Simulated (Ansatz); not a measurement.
Ansatz results at the PBE0-D4/def2-TZVP geometry: size of the dipole moment (PBE/def2-TZVPP) 1.47 D; zero-point energy (PBE0-D4/def2-TZVP) 168.2 kJ/mol; size of the dipole moment (ωB97M-V/def2-TZVPP) 1.62 D.

Each molecule was computed in one conformer, which needn't be the lowest.

Task: Which molecule gave them?
A. `C=C[SiH]O`•
B. `N[B]Cl`•
C. `[SiH3][O][SnH2]`•
D. `C[SiH2][S]`•

Result: A. The others give `N[B]Cl`•: 2.64, 80.1, 2.64; `[SiH3][O][SnH2]`•: 1.68, 108.0, 2.01; `C[SiH2][S]`•: 1.77, 141.8, 1.63.
